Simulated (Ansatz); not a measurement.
The same ligand exchange along the group B, Al, Ga, In.

Computed with Ansatz on PBE0-D4/def2-TZVP structures; ΔE is electronic, products minus reactants. CBS: MP2 limit from def2 TZ/QZ plus the TZ coupled-cluster correction, frozen cores. This one scheme is used for every species. Functionals use def2-TZVPP. B3LYP here is the variant with VWN-RPA as its local correlation; programs differ in this. def2 core potentials past Kr. For Ga, In, Sb outer-core shells are correlated without core-valence functions, which leaves a few kJ/mol of doubt a bond. Scalar relativity is left out up to krypton. One conformer a species, not always the lowest.

```tsv
reaction	r2SCAN-D4 (kcal/mol)	B3LYP-D4 (kcal/mol)	RPA@PBE/def2-TZVPP (kcal/mol)	CCSD(T)/CBS(def2) (kcal/mol)
`[SiH3]OB(Cl)Cl` + `[NH2][SbH2]` → `[SiH3][NH][SbH2]` + `OB(Cl)Cl`	7.4	7.8	7.6	7.3
`[SiH3][O][Al]([Cl])[Cl]` + `[NH2][SbH2]` → `[SiH3][NH][SbH2]` + `[OH][Al]([Cl])[Cl]`	12.1	12.4	12.3	11.8
`[SiH3][O][Ga]([Cl])[Cl]` + `[NH2][SbH2]` → `[SiH3][NH][SbH2]` + `[OH][Ga]([Cl])[Cl]`	9.6	10.0	10.1	9.4
`[SiH3][O][In]([Cl])[Cl]` + `[NH2][SbH2]` → `[SiH3][NH][SbH2]` + `[OH][In]([Cl])[Cl]`	9.6	9.5	10.1	10.0
```

Largest T1 diagnostic: 0.014, for `[OH][In]([Cl])[Cl]`.
